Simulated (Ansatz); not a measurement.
Basis sets compared for ZrH₄. The state is a singlet with charge 0. Geometry PBE-D4/def2-TZVP. Ansatz on 4 threads of Arm Neoverse V2 on a shared host; times are rough, and most runs start from earlier orbitals.

```tsv
atom	x (Å)	y (Å)	z (Å)
Zr1	0.0000	0.0000	0.0000
H2	1.6735	-0.1624	0.7737
H3	-1.2157	0.5711	1.2734
H4	-0.5325	-1.6416	-0.6688
H5	0.0746	1.2329	-1.3783
```

In the def2 sets Zr takes a core potential; there is no spin–orbit coupling.

Binding counts from free atoms (Zr triplet, H doublet) in the same basis, without a counterpoise term.

| level | functions | energy (Eh) | HOMO (eV) | LUMO (eV) | binding per atom (eV) | wall time |
| --- | --- | --- | --- | --- | --- | --- |
| PBE-D4/def2-SVP | 51 | -49.3374 | -7.16 | -3.47 | – | 0.25 s |
| PBE0-D4/def2-SVP | 51 | -49.3189 | -8.49 | -2.42 | 2.44 | 0.3 s |

Problem. Estimate the rows for PBE-D4/def2-TZVP, PBE0-D4/def2-TZVP.

Solution. 
```csv
level,functions,energy (Eh),HOMO (eV),LUMO (eV),binding per atom (eV),wall time
PBE-D4/def2-TZVP,64,-49.3536,-7.21,-3.51,–,0.3 s
PBE0-D4/def2-TZVP,64,-49.3337,-8.52,-2.45,2.43,0.45 s
```
